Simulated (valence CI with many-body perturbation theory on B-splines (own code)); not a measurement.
# Tm²⁰⁺: calculated level list

Level of theory: relativistic CI+MBPT: three valence electrons over a frozen Dirac-Fock core [Kr] 4d10, radial functions for each j: 7 s, 7 p, 7 d, 7 f, 4 g, 2 h, with the one-electron correlation potential Σ1, the two-electron term Σ2, the three-electron term Σ3, Breit, model QED; selected CI, second order for the rest, scaled by the run's own slope (own B-spline code, finite nucleus).

No measured levels were compared; by estimate terms of the open shell hold to a few per cent of their energy, and close levels can change places. The list stops below the first excitations out of the core.

Levels 1 to 45 of 136, with energies above the lowest level, 4f3 4I°_9/2. "Leading %" is the weight of the configuration and term that name the level; weights of strongly mixed levels are sums over their largest components and can fall short.

```tsv
No.	Configuration	Term	J	E (cm⁻¹)	Leading %	g	Second component
1	4f3	4I°	9/2	0	89	0.746	10 % 4f3 2H°
2	4f3	4I°	11/2	10784	96	0.967	
3	4f3	4I°	13/2	20822	97	1.101	
4	4f3	4F°	3/2	28578	76	0.534	18 % 4f3 2D°
5	4f3	4I°	15/2	30138	92	1.187	8 % 4f3 2K°
6	4f3	2H°	9/2	32329	47	1.007	30 % 4f3 2G°
7	4f3	4F°	5/2	35631	90	1.030	7 % 4f3 2D°
8	4f3	4S°	3/2	39093	75	1.765	17 % 4f3 2P°
9	4f3	4F°	7/2	39367	66	1.122	30 % 4f3 2G°
10	4f3	4G°	5/2	43952	92	0.596	5 % 4f3 2F°
11	4f3	4F°	9/2	46955	66	1.198	25 % 4f3 2H°
12	4f3	4G°	7/2	47813	57	1.017	21 % 4f3 2G°
13	4f3	2H°	11/2	49058	81	1.108	14 % 4f3 4G°
14	4f3	2K°	13/2	51828	94	0.941	
15	4f3	2G°	7/2	55846	48	0.971	38 % 4f3 4G°
16	4f3	2D°	3/2	57420	38	1.116	25 % 4f3 2P°
17	4f3	4G°	9/2	58234	87	1.146	9 % 4f3 2H°
18	4f3	2K°	15/2	60404	69	1.045	24 % 4f3 2L°
19	4f3	2P°	1/2	62118	77	0.507	23 % 4f3 4D°
20	4f3	4G°	11/2	66038	68	1.208	29 % 4f3 2H°
21	4f3	2D°	5/2	67031	87	1.187	6 % 4f3 4F°
22	4f3	2G°	9/2	68182	60	1.130	21 % 4f3 4F°
23	4f3	4D°	5/2	72040	57	1.266	36 % 4f3 2D°
24	4f3	4D°	3/2	72686	59	1.084	33 % 4f3 2D°
25	4f3	2I°	11/2	75003	72	0.989	15 % 4f3 2H°
26	4f3	4D°	1/2	78919	77	0.152	23 % 4f3 2P°
27	4f3	2D°	3/2	79313	44	1.077	40 % 4f3 2P°
28	4f3	2L°	15/2	81018	76	0.970	23 % 4f3 2K°
29	4f3	2I°	13/2	82779	97	1.070	
30	4f3	4D°	7/2	84707	95	1.412	4 % 4f3 2F°
31	4f3	2L°	17/2	85355	100	1.057	
32	4f3	2H°	9/2	86717	91	0.928	6 % 4f3 2G°
33	4f3	2D°	3/2	93786	66	0.946	25 % 4f3 4D°
34	4f3	2F°	5/2	94045	44	1.086	32 % 4f3 4D°
35	4f3	2H°	11/2	96178	71	1.060	23 % 4f3 2I°
36	4f3	2D°	5/2	108130	49	1.050	43 % 4f3 2F°
37	4f3	2F°	7/2	109710	91	1.144	
38	4f3	2G°	9/2	122570	96	1.103	
39	4f3	2G°	7/2	126070	94	0.901	6 % 4f3 2F°
40	4f3	2F°	7/2	170620	95	1.134	
41	4f3	2F°	5/2	175440	100	0.856	
42	4f2 5s	4H	7/2	428700	93	0.680	7 % 4f2 5s 2G
43	4f2 5s	4H	9/2	433100	71	0.969	20 % 4f2 5s 2H
44	4f2 5s	4F	3/2	442940	93	0.427	7 % 4f2 5s 2D
45	4f2 5s	4H	11/2	444470	92	1.127	8 % 4f2 5s 2H
```

Names give the largest LS component (configuration and term), which can be under half, so a name can repeat, a term be missing and a line seem to break the LS rules; names also repeat where a configuration has a term twice.

Where two levels of one J and parity lie close, their mixing, g and order are uncertain.

The ionisation energy to 4f2 3H_4 of the next ion comes out as 527.28 eV (NIST: 530 ± 30 eV (theoretical)). All 136 levels together are meant to be complete up to 1115600 cm⁻¹.
